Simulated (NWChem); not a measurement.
Program: NWChem. System: H₂Zn, charge 0, spin multiplicity 1, displaced from the optimised geometry. The structure started from a generated list of species. Level: PBE/def2-SVP.

Job file:

```
start mol
memory heap 200 mb stack 900 mb global 1100 mb
geometry units angstroms nocenter noautoz
  Zn     0.000000     0.000000     0.000000
  H      0.000000     0.000000     1.581126
  H      0.000000     0.000000    -1.581126
  symmetry group D2h
end
basis spherical
  * library def2-svp
end
dft
  xc xpbe96 cpbe96
  semidirect memsize 60000000 filesize 0
  iterations 100
  convergence damp 70 ncydp 30
end
task dft gradient
```

Part of the output:

```
             Northwest Computational Chemistry Package (NWChem) 7.3.0
             --------------------------------------------------------

                                NWChem Input Module
                                -------------------

 Scaling coordinates for geometry "geometry" by  1.889725989
 (inverse scale =  0.529177249)

 Turning off AUTOSYM since
 SYMMETRY directive was detected!

                             Geometry "geometry" -> ""
                             -------------------------

 Output coordinates in angstroms (scale by  1.889725989 to convert to a.u.)

  No.       Tag          Charge          X              Y              Z
 ---- ---------------- ---------- -------------- -------------- --------------
    1 Zn                  30.0000     0.00000000     0.00000000     0.00000000
    2 H                    1.0000     0.00000000     0.00000000     1.58112600
    3 H                    1.0000     0.00000000     0.00000000    -1.58112600

 Effective nuclear repulsion energy (a.u.)      20.2483695572

            Nuclear Dipole moment (a.u.)
            ----------------------------
        X                 Y               Z
 ---------------- ---------------- ----------------
     0.0000000000     0.0000000000     0.0000000000

      Symmetry information
      --------------------

 Group name             D2h
 Group number             26
 Group order               8
 No. of unique centers     2

      Symmetry unique atoms

     1    2


 Summary of "ao basis" -> "" (spherical)
 ------------------------------------------------------------------------------
       Tag                 Description            Shells   Functions and Types
 ---------------- ------------------------------  ------  ---------------------
 *                          def2-svp                  on all atoms

  pbe96 is a nonlocal functional; adding pw91lda local functional.

                                 NWChem DFT Module
                                 -----------------

 Summary of "ao basis" -> "ao basis" (spherical)
 ------------------------------------------------------------------------------
       Tag                 Description            Shells   Functions and Types
 ---------------- ------------------------------  ------  ---------------------
 Zn                         def2-svp                11       31   5s3p2d1f
 H                          def2-svp                 3        5   2s1p

 Summary of "ao basis" -> "ao basis" (spherical)
 ------------------------------------------------------------------------------
       Tag                 Description            Shells   Functions and Types
 ---------------- ------------------------------  ------  ---------------------
 Zn                         def2-svp                11       31   5s3p2d1f
 H                          def2-svp                 3        5   2s1p

      Symmetry analysis of basis
      --------------------------

        ag         12
        au          1
        b1g         2
        b1u         8
        b2g         3
        b2u         6
        b3g         3
        b3u         6

            General Information
            -------------------
          SCF calculation type: DFT
          Wavefunction type:  closed shell.
          No. of atoms     :     3
          No. of electrons :    32
           Alpha electrons :    16
            Beta electrons :    16
          Charge           :     0
          Spin multiplicity:     1
          Use of symmetry is: on ; symmetry adaption is: on
[...]
    14      0.287877  1 Zn pz                33      0.278326  2 H  s
    38     -0.278326  3 H  s                 11     -0.161030  1 Zn pz
     8      0.053052  1 Zn pz

 Vector   17  Occ=0.000000D+00  E= 7.356634D-03  Symmetry=ag
              MO Center= -1.9D-15, -2.1D-15,  2.4D-15, r^2= 4.3D+00
   Bfn.  Coefficient  Atom+Function         Bfn.  Coefficient  Atom+Function
  ----- ------------  ---------------      ----- ------------  ---------------
     5      0.858552  1 Zn s                 33     -0.833099  2 H  s
    38     -0.833099  3 H  s                  4      0.809882  1 Zn s
    32     -0.271581  2 H  s                 37     -0.271581  3 H  s
     3     -0.238405  1 Zn s                 17      0.239426  1 Zn d  0
    22      0.047708  1 Zn d  0               2      0.046813  1 Zn s

 Vector   18  Occ=0.000000D+00  E= 9.256114D-03  Symmetry=b2u
              MO Center= -4.7D-17,  1.0D-15, -3.5D-19, r^2= 2.2D+00
   Bfn.  Coefficient  Atom+Function         Bfn.  Coefficient  Atom+Function
  ----- ------------  ---------------      ----- ------------  ---------------
    13      1.026572  1 Zn py                10     -0.276799  1 Zn py
     7      0.088651  1 Zn py

 Vector   19  Occ=0.000000D+00  E= 9.256114D-03  Symmetry=b3u
              MO Center=  1.6D-15, -3.2D-16, -4.0D-20, r^2= 2.2D+00
   Bfn.  Coefficient  Atom+Function         Bfn.  Coefficient  Atom+Function
  ----- ------------  ---------------      ----- ------------  ---------------
    12      1.026572  1 Zn px                 9     -0.276799  1 Zn px
     6      0.088651  1 Zn px

 center of mass
 --------------
 x =   0.00000000 y =   0.00000000 z =   0.00000000

 moments of inertia (a.u.)
 ------------------
          17.994747411988           0.000000000000           0.000000000000
           0.000000000000          17.994747411988           0.000000000000
           0.000000000000           0.000000000000           0.000000000000

     Multipole analysis of the density
     ---------------------------------

     L   x y z        total         alpha         beta         nuclear
     -   - - -        -----         -----         ----         -------
     0   0 0 0     -0.000000    -16.000000    -16.000000     32.000000

     1   1 0 0      0.000000      0.000000      0.000000      0.000000
     1   0 1 0     -0.000000     -0.000000     -0.000000      0.000000
     1   0 0 1     -0.000000     -0.000000     -0.000000      0.000000

     2   2 0 0    -11.111517     -5.555759     -5.555759      0.000000
     2   1 1 0      0.000000      0.000000      0.000000      0.000000
     2   1 0 1      0.000000      0.000000      0.000000      0.000000
     2   0 2 0    -11.111517     -5.555759     -5.555759      0.000000
     2   0 1 1      0.000000      0.000000      0.000000      0.000000
     2   0 0 2    -15.407307    -16.631169    -16.631169     17.855032

            General Information
            -------------------
          SCF calculation type: DFT
          Wavefunction type:  closed shell.
          No. of atoms     :     3
          No. of electrons :    32
           Alpha electrons :    16
            Beta electrons :    16
          Charge           :     0
          Spin multiplicity:     1
          Use of symmetry is: on ; symmetry adaption is: on
          Maximum number of iterations: 100
          AO basis - number of functions:    41
                     number of shells:    17
          Convergence on energy requested:  1.00D-06
          Convergence on density requested:  1.00D-05
          Convergence on gradient requested:  5.00D-04

              XC Information
              --------------
          PerdewBurkeErnzerhof Exchange Functional  1.000
            Perdew 1991 LDA Correlation Functional  1.000 local
           PerdewBurkeErnz. Correlation Functional  1.000 non-local

             Grid Information
             ----------------
          Grid used for XC integration:  medium
          Radial quadrature: Mura-Knowles
          Angular quadrature: Lebedev.
          Tag              B.-S. Rad. Rad. Pts. Rad. Cut. Ang. Pts.
          ---              ---------- --------- --------- ---------
          Zn                  1.35      112           7.0       590
          H                   0.35       45          10.0       434
          Grid pruning is: on
          Number of quadrature shells:   157
          Spatial weights used:  Erf1

          Convergence Information
          -----------------------
          Convergence aids based upon iterative change in
          total energy or number of iterations.
          Levelshifting, if invoked, occurs when the
          HOMO/LUMO gap drops below (HL_TOL):  1.00D-02
          DIIS, if invoked, will attempt to extrapolate
          using up to (NFOCK): 10 stored Fock matrices.

                    Damping(70%)  Levelshifting(0.5)       DIIS
                  --------------- ------------------- ---------------
          dE  on:    start            ASAP                start
          dE off:   30 iters        100 iters           100 iters

      Screening Tolerance Information
      -------------------------------
          Density screening/tol_rho:  1.00D-10
          AO Gaussian exp screening on grid/accAOfunc:  14
          CD Gaussian exp screening on grid/accCDfunc:  20
          XC Gaussian exp screening on grid/accXCfunc:  20
          Schwarz screening/accCoul:  1.00D-08

                            NWChem DFT Gradient Module
                            --------------------------

  charge          =   0.00
  wavefunction    = closed shell

  Using symmetry

                         DFT ENERGY GRADIENTS

    atom               coordinates                        gradient
                 x          y          z           x          y          z
   1 Zn      0.000000   0.000000   0.000000    0.000000   0.000000   0.000000
   2 H       0.000000   0.000000   2.987895    0.000000   0.000000   0.006845
   3 H       0.000000   0.000000  -2.987895    0.000000   0.000000  -0.006845

                 ----------------------------------------
                 |  Time  |  1-e(secs)   |  2-e(secs)   |
                 ----------------------------------------
                 |  CPU   |       0.00   |       0.32   |
                 ----------------------------------------
                 |  WALL  |       0.00   |       0.32   |
                 ----------------------------------------

 Task  times  cpu:        2.6s     wall:        2.6s

 Total times  cpu:        4.3s     wall:        4.3s
```
